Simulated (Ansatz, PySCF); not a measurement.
The pair A = NH3 (SMILES N) (first 4 atoms), B = CH3Cl (SMILES CCl); geometry from B3LYP-D3(BJ)/def2-TZVP.
(charge 0, multiplicity 1):
```xyz
9

N      0.27942     0.08281     0.00810
H      0.43856     0.86484    -0.61657
H      0.13858    -0.73980    -0.56684
H     -0.58876     0.26030     0.50292
C      0.61370     0.11460     3.37012
Cl    -1.15424     0.43965     3.23432
H      1.00278     0.01580     2.36044
H      1.06656     0.95250     3.89137
H      0.74034    -0.80262     3.93718
```

Correlated levels freeze the cores. MP2 and its Hartree–Fock in aug-cc-pV(T+d)Z are density fitted. Rows in 6-31G* carry no dispersion term and start afresh at each structure (6-31G* with six Cartesian d functions).

Programs: Ansatz (a first-principles code) with Gaussian orbitals; PySCF for 6-31G* rows. Values without a source in brackets are computed.

Total energies (hartree), monomers frozen at their geometry in the pair:

| structure | HF/6-31G* | B3LYP/6-31G* | MP2/aug-cc-pV(T+d)Z |
|---|---|---|---|
| AB | -555.2808496 | -556.6622501 | -555.9967467 |
| A in the pair's basis | -56.1849319 | -56.5492761 | -56.4607624 |
| B in the pair's basis | -499.0929484 | -500.1086929 | -499.5309339 |
| A | -56.1839897 | -56.5477678 | -56.4605018 |
| B | -499.0928141 | -500.1083934 | -499.5305129 |

Problem. Work out the interaction energy without and with the counterpoise correction, and the superposition error, for each level.

Solution. 
E(AB) − E(A) − E(B), times 627.509 kcal/mol, with the monomers in their own basis and then in the pair's basis:
- HF/6-31G*: -2.54 uncorrected, -1.86 corrected; the monomers gain 0.68 kcal/mol from borrowed functions
- B3LYP/6-31G*: -3.82 uncorrected, -2.69 corrected; the monomers gain 1.13 kcal/mol from borrowed functions
- MP2/aug-cc-pV(T+d)Z: -3.60 uncorrected, -3.17 corrected; the monomers gain 0.43 kcal/mol from borrowed functions
